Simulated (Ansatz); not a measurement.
`C[Te]C(C)=N` and `C[C](=N)[InH][Cl]` differ in one atom or group.

Ansatz, PBE0-D4/def2-TZVP geometries, multiplicity 1. Each molecule was computed in one conformer, which needn't be the lowest.

Elements past krypton have def2 core potentials.

| property | `C[Te]C(C)=N` |
| --- | --- |
| HOMO energy (PBE0/def2-TZVPP) / eV | -6.10 |
| HOMO–LUMO gap (B3LYP/def2-TZVPP) / eV | 4.94 |
| HOMO–LUMO gap (PBE0/def2-TZVPP) / eV | 5.38 |
| HOMO–LUMO gap (PBE/def2-TZVPP) / eV | 3.57 |
| LUMO energy (PBE/def2-TZVPP) / eV | -1.52 |
| LUMO energy (PBE0/def2-TZVPP) / eV | -0.71 |

Q: Give the same properties after the change, and the shifts. (Best estimate.)

A: The calculation gave: 
```
                             property  `C[C](=N)[InH][Cl]`  shift
   HOMO energy (PBE0/def2-TZVPP) / eV                -6.94  -0.84
HOMO–LUMO gap (B3LYP/def2-TZVPP) / eV                 4.33  -0.61
 HOMO–LUMO gap (PBE0/def2-TZVPP) / eV                 4.76  -0.62
  HOMO–LUMO gap (PBE/def2-TZVPP) / eV                 2.84  -0.73
    LUMO energy (PBE/def2-TZVPP) / eV                -2.92  -1.40
   LUMO energy (PBE0/def2-TZVPP) / eV                -2.17  -1.46
```

With PBE0 the HOMO falls by 0.84 eV and the LUMO falls by 1.46 eV, so the gap narrows by about 0.62 eV. PBE moves the HOMO by -0.68 eV and ωB97M-V by -0.91 eV.

B3LYP here is the variant with VWN-RPA as its local correlation; programs differ in this.

Spin–orbit coupling is left out; it splits and shifts lone-pair levels of the heavy atoms by tenths of an eV.
